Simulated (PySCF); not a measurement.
**Correlation energy of Be (beryllium, neutral)**

[He] 2s1 2p1, high-spin 3P determinant (an excited configuration). Computed with PySCF 2.14 in x2c-TZVPPall with one added diffuse shell of s type (6s3p1d, 20 functions), with the spin-free X2C one-electron Hamiltonian (Gaussian nucleus). Frozen: 1s2; 2 electrons correlated.

Total MP2 correlation energy: -2.24 mhartree.

Same-spin part -2.24 and opposite-spin part 0.00 mhartree; SCS-MP2 scales them by 1/3 and 6/5 to -0.75 mhartree.

The basis was made for the ground configuration and has no added diffuse functions, which can raise the energy of the promoted electron.
